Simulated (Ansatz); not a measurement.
Two isomers of C3H2F4: A = `F[C@H]1[C@H](F)C1(F)F`, B = `FCC(F)=C(F)F`.

Calculated with Ansatz (gas phase, PBE0-D4/def2-TZVP geometries, no zero-point term in ΔE). CCSD(T)/CBS adds triple-zeta CCSD(T) − MP2 to the extrapolated MP2 energy (def2 sets, frozen cores). Functionals use def2-TZVPP. B3LYP here is the variant with VWN-RPA as its local correlation; programs differ in this. One conformer a species, not always the lowest.

A:

```xyz
9

F    -1.952    0.373   -0.046
C    -0.776   -0.126    0.387
C     0.255   -0.555   -0.627
F     0.937   -1.701   -0.424
C     0.492    0.644    0.228
F     0.483    1.840   -0.359
F     1.379    0.597    1.220
H    -0.846   -0.725    1.291
H     0.028   -0.346   -1.669
```

B:

Z-matrix (Å, degrees):
```
C
C 1 1.474
F 1 1.384 2 111.1
H 1 1.091 2 110.2 3 120.4
H 1 1.094 2 109.7 3 -118.7
C 2 1.326 1 125.2 3 -107.5
F 2 1.338 1 116.5 3 72.7
F 6 1.311 2 123.8 1 0.7
F 6 1.305 2 124.5 1 -178.8
```

Question: Which isomer does CCSD(T)/CBS put lower? Give the gap. (An estimate is asked.)

Answer: Ansatz gave: B, by 55.7 kJ/mol.

Question: Give E(B) − E(A) in kJ/mol with MP2/def2-TZVPP, LDA (SPW92), B3LYP, HF/def2-TZVPP, ωB97M-V, B3LYP-D4, BLYP-D4. (Best estimate.)

Answer: The calculation gave: MP2/def2-TZVPP -51.1, LDA (SPW92) -44.9, B3LYP -64.1, HF/def2-TZVPP -56.0, ωB97M-V -48.8, B3LYP-D4 -63.8, BLYP-D4 -72.5. None reverses the order clearly.

Question: Does the order hold for the free energy at 298.15 K (harmonic terms from PBE0-D4)? (Best estimate.)

Answer: Computed: Yes: G(B) − G(A) = -59.1 kJ/mol, for one conformer each.

Largest T1 diagnostic: 0.012.

From r2SCAN to r2SCAN0 (25 % exact exchange), in def2-TZVPP and without D4, E(B) − E(A) moves by +7.5 kJ/mol. Leaving LDA and LC-ωPBE aside and taking each functional with its dispersion term where it has one, the values, not all of them listed here, spread over 31.3 kJ/mol, from BLYP-D4 to ωB97X-V. LDA lies +10.1 kJ/mol from PBE without D4.
